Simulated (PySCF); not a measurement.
Cl3Tl, SMILES [Cl][Tl]([Cl])[Cl].

Geometry: PBE-D3(BJ)/def2-SVP. The def2 effective core potentials stand for the cores of Tl; spin–orbit coupling is left out.

Level of theory: PySCF with PBE-D3(BJ)/def2-SVP.

Frequencies are harmonic and unscaled.

Modes within 1.5 cm⁻¹ of each other (mostly degenerate sets) share a row, with their intensities summed.

Computed vibrational spectrum:
```tsv
mode	ν (cm⁻¹)	IR (km/mol)	moving atoms (share of kinetic energy)
1–2	67	13.4	Cl 85 %, Tl 15 %
3	77	5.8	Cl 66 %, Tl 34 %
4	298	0.0	Cl 100 %
5–6	334	78.0	Cl 80 %, Tl 20 %
```
